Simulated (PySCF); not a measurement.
Simulated characterisation data

Theoretical values (PySCF 2.14.0 with density-fitted response routines): σ from GIAO-PBE0/pcSseg-1, geometry: GFN2-xTB. Fast rotation and ring inversion assumed for equivalent nuclei, relativity neglected, one computed conformer, gas phase.

References, each an isolated molecule treated in the same way: 1H and 13C against TMS. Splittings of carbon signals by F and P are missing where no couplings were computed. Where no couplings were computed, multiplicities follow the n + 1 count of equivalent neighbours, and m marks all less simple cases (inequivalent or close neighbours, rings, F or P nearby). Shifts are as computed. Against solution values, carbons near 30 ppm lie about +3 ppm off and those near 130 ppm about +5 ppm. Of 1211 compounds with measured shifts, 218 miss one by over three times the rms of a fit or turn the order of signals round; such compounds aren't used in these exercises.

**1.** `InChI=1S/C7H10NP/c1-6(2)7-3-8-5-9-4-7/h3-6H,1-2H3`. 1H NMR (600 MHz, computed): δ 10.61 (m, 1H), 9.41 (m, 1H), 9.18 (m, 1H), 2.65 (sept, 1H), 1.37 (d, 6H). 13C{1H} NMR (computed): δ 189.0 (CH), 173.3 (CH), 151.1 (CH), 148.5 (C), 43.4 (CH), 26.8 (CH3).

**2.** `C=CN1C[C@@H](OC)C=N1`, C6H10N2O. 1H NMR (600 MHz, computed): δ 7.14 (m, 1H), 6.36 (d, 1H), 4.75 (m, 1H), 4.02 (m, 1H), 3.75 (m, 1H), 3.51 (s, 3H), 3.42 (m, 1H), 3.39 (m, 1H). 13C{1H} NMR (computed): δ 142.2 (CH), 137.3 (CH), 88.6 (CH), 83.5 (CH2), 59.2 (CH3), 52.2 (CH2).
